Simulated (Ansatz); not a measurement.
`[GeH3][SiH]1CS1` + H₂O → `O[SiH]1CS1` + GeH₄  (formal hydrolysis of the Si–Ge bond)

Computed with Ansatz on PBE0-D4/def2-TZVP structures; ΔE is electronic, products minus reactants. CBS: MP2 limit from def2 TZ/QZ plus the TZ coupled-cluster correction, frozen cores. This one scheme is used for every species. For Ge outer-core shells are correlated without core-valence functions, which leaves a few kJ/mol of doubt a bond. Scalar relativity is left out up to krypton. Each species was taken in one conformer, which may not be the lowest.

```tsv
level	ΔE (kJ/mol)
HF/def2-TZVPP	-104.7
MP2/def2-TZVPP	-79.6
SCS-MP2/def2-TZVPP	-85.3
HF/CBS(def2)	-106.4
```

Question: What does CCSD(T)/CBS give? (An estimate is asked.)

Answer: Computed: -74.3 kJ/mol. The listed levels differ from it by -30.4, -5.3, -11.0, -32.1 kJ/mol.

Largest T1 diagnostic among the species: 0.013.

The D4 term adds +6.1 kJ/mol with B3LYP and +3.6 kJ/mol with PBE0; it sums over pairs of atoms, weighted by their polarisabilities, and B3LYP, whose exchange is more repulsive, gets the larger term. In def2-TZVPP, CCSD(T) changes the Hartree–Fock value by +26.3 kJ/mol (the triples alone add +3.3 kJ/mol) and MP2 by +25.1 kJ/mol.

B3LYP here is the variant with VWN-RPA as its local correlation; programs differ in this.
